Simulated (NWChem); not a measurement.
System: C$_{2}$H$_{6}$F$_{2}$Si; SMILES C[C@@H](F)[SiH2]F

NWChem input:

```
start job
memory heap 200 mb stack 900 mb global 1100 mb
geometry units angstroms noautoz
  C     -0.862124     1.883684    -0.130146
  C      0.110939     0.765252    -0.434304
  F      1.358458     1.081625     0.094727
  Si    -0.408620    -0.906475     0.293608
  F      0.612352    -2.061182    -0.223706
  H     -1.838078     1.693911    -0.602746
  H     -0.474775     2.838513    -0.517323
  H     -1.017761     1.998643     0.954036
  H      0.233063     0.664447    -1.529373
  H     -0.339245    -0.849113     1.779065
  H     -1.777813    -1.264901    -0.175638
end
basis spherical
  * library def2-svp
end
dft
  xc xpbe96 cpbe96
  iterations 150
  mulliken
end
task dft energy
```

Output (shortened):

```
             Northwest Computational Chemistry Package (NWChem) 7.3.0
             --------------------------------------------------------

 C1  symmetry detected

                             Geometry "geometry" -> ""
                             -------------------------

 Output coordinates in angstroms (scale by  1.889725989 to convert to a.u.)

  No.       Tag          Charge          X              Y              Z
 ---- ---------------- ---------- -------------- -------------- --------------
    1 C                    6.0000    -0.80011457     1.94335486    -0.10206579
    2 C                    6.0000     0.13217077     0.78602873    -0.38788763
    3 F                    9.0000     1.35709594     1.01580142     0.23100830
    4 Si                  14.0000    -0.51865366    -0.88055141     0.23933385
    5 F                    9.0000     0.47341792    -2.06897255    -0.25745086
    6 H                    1.0000    -1.75160770     1.82332434    -0.64253250
    7 H                    1.0000    -0.33996707     2.88935733    -0.42608322
    8 H                    1.0000    -1.02002694     2.02739074     0.97378995
    9 H                    1.0000     0.32012007     0.71830627    -1.47616184
   10 H                    1.0000    -0.54344361    -0.88050331     1.72730940
   11 H                    1.0000    -1.87088541    -1.14791695    -0.32929207

 Effective nuclear repulsion energy (a.u.)     242.8050577902

  pbe96 is a nonlocal functional; adding pw91lda local functional.

                                 NWChem DFT Module
                                 -----------------

 Summary of "ao basis" -> "ao basis" (spherical)
 ------------------------------------------------------------------------------
       Tag                 Description            Shells   Functions and Types
 ---------------- ------------------------------  ------  ---------------------
 C                          def2-svp                 6       14   3s2p1d
 F                          def2-svp                 6       14   3s2p1d
 Si                         def2-svp                 8       18   4s3p1d
 H                          def2-svp                 3        5   2s1p

            General Information
            -------------------
          SCF calculation type: DFT
          Wavefunction type:  closed shell.
          No. of atoms     :    11
          No. of electrons :    50
           Alpha electrons :    25
            Beta electrons :    25
          Charge           :     0
          Spin multiplicity:     1
          Use of symmetry is: off; symmetry adaption is: off
          Maximum number of iterations: 150
          AO basis - number of functions:   104
                     number of shells:    50
          Convergence on energy requested:  1.00D-06
          Convergence on density requested:  1.00D-05
          Convergence on gradient requested:  5.00D-04

              XC Information
              --------------
          PerdewBurkeErnzerhof Exchange Functional  1.000
            Perdew 1991 LDA Correlation Functional  1.000 local
           PerdewBurkeErnz. Correlation Functional  1.000 non-local

             Grid Information
             ----------------
          Grid used for XC integration:  medium
          Radial quadrature: Mura-Knowles
          Angular quadrature: Lebedev.
          Tag              B.-S. Rad. Rad. Pts. Rad. Cut. Ang. Pts.
          ---              ---------- --------- --------- ---------
          C                   0.70       49          10.0       434
          F                   0.50       49          12.0       434
          Si                  1.10       88          10.0       590
          H                   0.35       45          11.0       434
          Grid pruning is: on
          Number of quadrature shells:   554
          Spatial weights used:  Erf1

      Superposition of Atomic Density Guess
      -------------------------------------

 Sum of atomic energies:        -565.56886217

      Non-variational initial energy
      ------------------------------

 Total energy =    -567.499250
 1-e energy   =   -1265.487654
 2-e energy   =     455.183346
 HOMO         =      -0.315984
 LUMO         =       0.051879

     ---------------------------------------------
      Total Density - Mulliken Population Analysis
     ---------------------------------------------

    Atom       Charge   Shell Charges
 -----------   ------   -------------------------------------------------------
    1 C    6     6.27   1.99  0.96  0.19  2.06  1.04  0.02
    2 C    6     5.88   1.99  0.94  0.30  1.73  0.86  0.06
    3 F    9     9.45   1.99  1.14  0.78  3.46  2.08  0.00
    4 Si  14    13.02   2.00  1.99  0.96  0.25  5.93  0.99  0.70  0.20
    5 F    9     9.58   1.99  1.15  0.78  3.52  2.14  0.00
    6 H    1     0.88   0.66  0.20  0.02
    7 H    1     0.89   0.67  0.20  0.03
    8 H    1     0.90   0.67  0.20  0.02
    9 H    1     0.92   0.69  0.21  0.02
   10 H    1     1.10   0.70  0.39  0.01
   11 H    1     1.10   0.70  0.39  0.01

   convergence    iter        energy       DeltaE   RMS-Dens  Diis-err
 ---------------- ----- ----------------- --------- --------- ---------
 d= 0,ls=0.0,diis     1   -568.1791978394 -8.11D+02  2.07D-02  9.03D-01
 d= 0,ls=0.0,diis     2   -567.9440051396  2.35D-01  1.29D-02  3.72D+00
 d= 0,ls=0.0,diis     3   -568.2787090458 -3.35D-01  1.85D-03  3.57D-02
 d= 0,ls=0.0,diis     4   -568.2806928004 -1.98D-03  8.50D-04  1.02D-02
 d= 0,ls=0.0,diis     5   -568.2816125112 -9.20D-04  2.35D-04  1.47D-03
  Resetting Diis
 d= 0,ls=0.0,diis     6   -568.2817468012 -1.34D-04  7.06D-05  5.23D-05
 d= 0,ls=0.0,diis     7   -568.2817521583 -5.36D-06  4.25D-05  5.55D-06
 d= 0,ls=0.0,diis     8   -568.2817511379  1.02D-06  2.67D-05  1.51D-05
 d= 0,ls=0.0,diis     9   -568.2817527928 -1.65D-06  2.37D-06  1.29D-07
 d= 0,ls=0.0,diis    10   -568.2817528039 -1.11D-08  6.54D-07  1.10D-08

         Total DFT energy =     -568.281752803940
      One electron energy =    -1268.968264516435
           Coulomb energy =      512.362543921222
    Exchange-Corr. energy =      -54.481089998906
 Nuclear repulsion energy =      242.805057790178

 Numeric. integr. density =       49.999997414709

                       DFT Final Molecular Orbital Analysis
                       ------------------------------------

 Vector   23  Occ=2.000000D+00  E=-2.985996D-01
              MO Center= -5.6D-01, -1.1D+00,  4.0D-01, r^2= 3.0D+00
   Bfn.  Coefficient  Atom+Function         Bfn.  Coefficient  Atom+Function
  ----- ------------  ---------------      ----- ------------  ---------------
    66      0.307376   5 F  pz               95      0.306335  10 H  s
   100     -0.281007  11 H  s                96      0.222839  10 H  s
   101     -0.218639  11 H  s                69     -0.216551   5 F  pz
    52      0.208024   4 Si pz               64      0.176447   5 F  px
    67     -0.121478   5 F  px               50      0.114659   4 Si px

 Vector   24  Occ=2.000000D+00  E=-2.884659D-01
              MO Center=  6.0D-01,  9.8D-01, -5.6D-02, r^2= 2.3D+00
   Bfn.  Coefficient  Atom+Function         Bfn.  Coefficient  Atom+Function
  ----- ------------  ---------------      ----- ------------  ---------------
    34      0.344258   3 F  pz               33      0.319240   3 F  py
    37     -0.237894   3 F  pz               32     -0.236455   3 F  px
    90     -0.227900   9 H  s                36     -0.223521   3 F  py
     4      0.196060   1 C  px                3      0.178349   1 C  s
    20      0.172320   2 C  pz               35      0.169348   3 F  px

 Vector   25  Occ=2.000000D+00  E=-2.492447D-01
              MO Center=  2.0D-01,  4.6D-01, -6.5D-02, r^2= 2.9D+00
   Bfn.  Coefficient  Atom+Function         Bfn.  Coefficient  Atom+Function
  ----- ------------  ---------------      ----- ------------  ---------------
    33      0.320161   3 F  py               19      0.295201   2 C  py
    36     -0.232813   3 F  py               17     -0.227953   2 C  s
    34     -0.214389   3 F  pz               51     -0.206103   4 Si py
    20     -0.183902   2 C  pz               45     -0.184698   4 Si s
    90      0.171484   9 H  s                37      0.153953   3 F  pz

 Vector   26  Occ=0.000000D+00  E=-1.417585D-02
              MO Center= -6.0D-01, -4.3D-01,  2.6D-01, r^2= 4.2D+00
   Bfn.  Coefficient  Atom+Function         Bfn.  Coefficient  Atom+Function
  ----- ------------  ---------------      ----- ------------  ---------------
    54      0.800330   4 Si py                3     -0.654377   1 C  s
    53     -0.503375   4 Si px               17     -0.420223   2 C  s
    81      0.416353   7 H  s                63      0.395051   5 F  s
    86      0.291822   8 H  s                46      0.230244   4 Si s
   101     -0.207396  11 H  s                51      0.195548   4 Si py

 Vector   27  Occ=0.000000D+00  E= 2.229980D-02
              MO Center= -3.8D-01,  1.8D-01, -1.4D-01, r^2= 5.0D+00
   Bfn.  Coefficient  Atom+Function         Bfn.  Coefficient  Atom+Function
  ----- ------------  ---------------      ----- ------------  ---------------
     3      0.834608   1 C  s                17      0.755726   2 C  s
    53     -0.735753   4 Si px              101     -0.707642  11 H  s
    76     -0.678044   6 H  s                91     -0.670666   9 H  s
    54     -0.519200   4 Si py               22     -0.379039   2 C  py
    23     -0.369678   2 C  pz               21     -0.298077   2 C  px

[...]
```

Level: PBE/def2-SVP. All runs use the structure optimised with PBE0/def2-SVP.
